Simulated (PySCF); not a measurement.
## Electron correlation in Mg (magnesium, neutral)

[Ne] 3s2, closed-shell 1S. All numbers are calculated (PySCF 2.14, the spin-free X2C one-electron Hamiltonian (Gaussian nucleus), in aug-cc-pVQZ-DK (7s6p4d3f2g, 84 functions)). Frozen: [Ne]; 2 electrons correlated.

With two correlated electrons CCSD is exact within the correlated space (frozen core and kept virtual orbitals).

```json
{"level": "CCSD", "correlation energy (mhartree)": "-33.89"}
```

Diagnostics: T1 = 0.017, D1 = 0.0241, largest double amplitude 0.069.

Cost of the coupled-cluster step: roughly 2 core-seconds, for 2 correlated electrons.

Iterations:

```
CC2 = 0
CCSD nocc = 1, nmo = 79
frozen orbitals [0, 1, 2, 3, 4]
max_cycle = 100
direct = 0
conv_tol = 1e-08
conv_tol_normt = 1e-06
diis_space = 8
diis_start_cycle = 0
Init t2, MP2 energy = -199.945026358346  E_corr(MP2) -0.0244487369131213
Init E_corr(CCSD) = -0.0244487369164161
cycle = 1  E_corr(CCSD) = -0.0288415634572672  dE = -0.00439282654  norm(t1,t2) = 0.0477479
cycle = 2  E_corr(CCSD) = -0.0313827598938105  dE = -0.00254119644  norm(t1,t2) = 0.0250681
cycle = 3  E_corr(CCSD) = -0.0338649155292711  dE = -0.00248215564  norm(t1,t2) = 0.0133446
cycle = 4  E_corr(CCSD) = -0.0338930294241743  dE = -2.81138949e-05  norm(t1,t2) = 0.00120837
cycle = 5  E_corr(CCSD) = -0.0338895273722944  dE = 3.50205188e-06  norm(t1,t2) = 0.000175415
cycle = 6  E_corr(CCSD) = -0.0338905236329536  dE = -9.96260659e-07  norm(t1,t2) = 3.48892e-05
cycle = 7  E_corr(CCSD) = -0.0338892089342399  dE = 1.31469871e-06  norm(t1,t2) = 7.46248e-06
cycle = 8  E_corr(CCSD) = -0.0338894610223505  dE = -2.52088111e-07  norm(t1,t2) = 2.39668e-06
cycle = 9  E_corr(CCSD) = -0.0338895191502329  dE = -5.81278824e-08  norm(t1,t2) = 4.36896e-07
cycle = 10  E_corr(CCSD) = -0.033889492242741  dE = 2.69074919e-08  norm(t1,t2) = 1.50492e-07
cycle = 11  E_corr(CCSD) = -0.0338894942238871  dE = -1.98114607e-09  norm(t1,t2) = 1.48615e-08
CCSD converged
E(CCSD) = -199.9544671156563  E_corr = -0.03388949422388708
```
